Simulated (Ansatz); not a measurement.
`[SiH3][NH][AlH][Cl]` and `[F][AlH][NH][SiH3]` differ in one atom or group.

Ansatz, PBE0-D4/def2-TZVP geometries, multiplicity 1. Each molecule was computed in one conformer, which needn't be the lowest.

```
                                      property  `[SiH3][NH][AlH][Cl]`
         HOMO–LUMO gap (B3LYP/def2-TZVPP) / eV                   6.74
         LUMO energy (ωB97M-V/def2-TZVPP) / eV                   0.86
zero-point energy (PBE0-D4/def2-TZVP) / kJ/mol                  131.1
             HOMO energy (PBE/def2-TZVPP) / eV                  -6.61
           LUMO energy (B3LYP/def2-TZVPP) / eV                  -0.95
            HOMO energy (PBE0/def2-TZVPP) / eV                  -7.92
```

Q: Give the same properties after the change, and the shifts. (Estimate.)

A: The calculation gave: 
```tsv
property	`[F][AlH][NH][SiH3]`	shift
HOMO–LUMO gap (B3LYP/def2-TZVPP) / eV	7.01	0.27
LUMO energy (ωB97M-V/def2-TZVPP) / eV	1.07	0.21
zero-point energy (PBE0-D4/def2-TZVP) / kJ/mol	133.5	2.4
HOMO energy (PBE/def2-TZVPP) / eV	-6.63	-0.02
LUMO energy (B3LYP/def2-TZVPP) / eV	-0.71	0.24
HOMO energy (PBE0/def2-TZVPP) / eV	-7.94	-0.02
```

B3LYP here is the variant with VWN-RPA as its local correlation; programs differ in this.
